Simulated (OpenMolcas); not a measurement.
Tm3+: CASPT2 settings compared

```
Program             : OpenMolcas 26.06
Basis               : ANO-R1 [7s5p3d2f]
Scalar Hamiltonian  : X2C, finite nucleus
Active space        : 12 electrons in 7 orbitals (4f)
State averaging     : 2S+1 = 3 even, 21 roots; 2S+1 = 1 even, 27 roots kept (CI in the orbitals of an earlier block)
Spin-orbit coupling : state interaction with AMFI integrals over the reference wave functions, term energies averaged over their components
```

Methods on the same reference wave functions:
A. CASSCF
B. SS-CASPT2, IPEA 0.4 Eh, imaginary shift 0.4 Eh (closed shells correlated: 4d 5s 5p)
C. SS-CASPT2, IPEA 0.2 Eh, sigma2 regulariser 0.2 Eh (closed shells correlated: 4d 5s 5p)
D. SS-CASPT2, IPEA 0.35 Eh, sigma2 regulariser 0.4 Eh (closed shells correlated: 4d 5s 5p)

Energies in cm-1 above 4f12 3H6, the measured ground level; measured values from the list in Tchang-Brillet, Wyart, Meftah and Ait Mammar, Atoms 6, 52 (2018).

| Level | A | B | C | D | Measured |
| --- | --- | --- | --- | --- | --- |
| 4f12 3H6 | 0.0 | 0.0 | 0.0 | 0.0 | 0.0 |
| 4f12 3F4 [53 %] | 6772 | 5770 | 5720 | 5760 |  |
| 4f12 3H5 | 8319 | 8330 | 8330 | 8330 | 8217 |
| 4f12 3H4 [58 %] | 13301 | 12790 | 12770 | 12780 | 12547 |
| 4f12 3F3 | 16297 | 14760 | 14650 | 14730 | 14410 |
| 4f12 3F2 | 17646 | 15840 | 15730 | 15810 | 15090 |
| 4f12 1G4 [57 %] | 21933 | 21550 | 21580 | 21550 | 21174 |
| 4f12 1D2 [52 %] | 34356 | 30980 | 30870 | 30950 |  |
| 4f12 1I6 | 41319 | 39720 | 39690 | 39710 | 35329 |
| 4f12 3P1 | 45546 | 40830 | 40690 | 40800 |  |
| 4f12 3P2 [66 %] | 46271 | 42070 | 41950 | 42040 | 38532 |
| 4f12 3P0 | 46889 | 42180 | 42030 | 42140 |  |

Deviations, from unrounded energies. A percentage is the sum of absolute deviations over the sum of measured energies, with the sign that they share, or ± where signs differ.

```json
{"Against measurement": "mean absolute deviation (cm-1)", "Levels": "7", "A": "2800", "B": "1400", "C": "1300", "D": "1400"}
{"Against measurement": "fine structure of the ground term (%)", "Levels": "2", "A": "+4.1", "B": "+1.7", "C": "+1.6", "D": "+1.7"}
{"Against measurement": "other terms of the ground configuration (%)", "Levels": "5", "A": "+15.2", "B": "+7.6", "C": "+7.3", "D": "+7.5"}
```

B, C, D lie about equally close to measurement and A furthest from it. The largest miss of C in the table is 4f12 1I6, by +4400 cm-1. The ranking rests on the paired levels alone, and a cruder setting can come out closer through cancelling errors.

Among B to D the level of the table that moves most is 4f12 3P0, by 150 cm-1 (lowest in C, highest in B). Moves below CASPT2's spread within the term are not significant.

The mean deviations of B to D differ by less than CASPT2's widest spread within a term (870 cm-1), so their order carries little weight.

From A to B the spin-free energies of the other terms of 4f12 shown, above 3H, scale by factors of 0.81 to 0.96, as is usual when dynamic correlation screens the repulsion within a d or f shell.

The lowest spin-free term lies below A's lowest term by 0.530 hartree in B, 0.533 hartree in C, 0.530 hartree in D.

CASPT2 breaks the degeneracy within a term, and the mean is taken; among the terms shown or strongly mixed into the levels shown the widest spread is 870 cm-1 (4f12 1I, C). Terms from blocks run as CI alone lack orbitals of their own. The basis is small and was not contracted for so high a charge. The CASPT2 spread within a term exceeds the gap to the next term for 4f12 1I and 4f12 3P, so the order of their levels is uncertain (figures for B; the like holds for C, D). Without dynamic correlation excited terms often stand tens of per cent too high (terms of higher spin than the ground term too low), and those without a measured partner can miss by more than the paired ones (holds for A). Computed and measured levels are paired by configuration, term and J; levels that our copy of the source lacks, or whose pairing is in doubt (as where it misses far off the trend of its configuration), stay unpaired and out of the deviations. Levels of configurations outside the active space are missing.

A share in square brackets marks a mixed level and gives the weight of the term that names it, the lowest over the columns.
